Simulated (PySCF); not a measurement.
## Deuteron quadrupole couplings in `F/C=C\CC1(CF)CC1`

C₇H₁₀F₂.
Structure used (GFN2-xTB), in Å, numbered top down from 1:
```
atom  x, y, z in Å
F1     3.1056    0.3518   -1.3722
C2     2.8303   -0.3073   -0.2310
C3     1.7162   -0.1064    0.4466
C4     0.6333    0.8493    0.0511
C5    -0.6890    0.1303   -0.1552
C6    -0.6542   -0.8047   -1.3489
F7    -1.8470   -1.4623   -1.5114
C8    -1.9713    0.8460    0.1513
C9    -1.4991   -0.2641    1.0446
H10    3.6235   -0.9893    0.0362
H11    1.5590   -0.6758    1.3492
H12    0.9188    1.3727   -0.8639
H13    0.5093    1.5887    0.8459
H14   -0.4707   -0.2501   -2.2769
H15    0.1155   -1.5755   -1.2243
H16   -2.8200    0.6552   -0.4871
H17   -1.9182    1.8597    0.5180
H18   -1.1197   -0.0074    2.0223
H19   -2.0323   -1.2016    1.0133
```

Level: PBE0/pcSseg-1 (PySCF, non-relativistic); Q(2H) = 0.00286 b; rigid geometry, the same for H and D, with no vibrational averaging.

Problem. Rank these positions by the coupling χzz of a deuteron there, largest first.
A. H14 (methylene hydrogen)
B. H17 (methylene hydrogen)
C. H13 (methylene hydrogen)
D. H10 (vinylic hydrogen)

Solution. B (224 kHz), D (216 kHz), C (203 kHz), A (192 kHz).

Problem. Give the electric field gradient Vzz (the principal value of largest size), its asymmetry and the 2H coupling at each hydrogen.

Solution. 
| atom | bonded to | bond length (Å) | Vzz (au) | η | χzz (kHz) |
| --- | --- | --- | --- | --- | --- |
| H10 | C2 | 1.080 | 0.3217 | 0.11 | 216 |
| H11 | C3 | 1.079 | 0.3315 | 0.08 | 223 |
| H12 | C4 | 1.092 | 0.2992 | 0.01 | 201 |
| H13 | C4 | 1.093 | 0.3019 | 0.02 | 203 |
| H14 | C6 | 1.096 | 0.2860 | 0.08 | 192 |
| H15 | C6 | 1.096 | 0.2842 | 0.08 | 191 |
| H16 | C8 | 1.079 | 0.3306 | 0.06 | 222 |
| H17 | C8 | 1.079 | 0.3331 | 0.07 | 224 |
| H18 | C9 | 1.080 | 0.3330 | 0.07 | 224 |
| H19 | C9 | 1.079 | 0.3308 | 0.06 | 222 |

Problem. How does χzz go with the bond length over the 10 C–H bonds?

Solution. A straight-line fit has a slope of -16.8 kHz for each 0.01 Å, with a correlation coefficient of -0.98, over lengths from 1.079 to 1.096 Å. The longer bonds have the smaller couplings here.

One conformer (not necessarily the lowest) at the GFN2-xTB geometry, without solvent, vibrations or thermal averaging. GFN2-xTB bond lengths can be off by several hundredths of an ångström, more for odd bonds, and the gradients follow them. These gradients aren't converged with respect to the basis.

The run behind these numbers computed NMR shieldings as well. The run took 61 s wall on Arm Neoverse N1, one thread, shared host with 64 logical CPUs at a one-minute load of 54, and the process peaked at 0.91 GiB of memory.
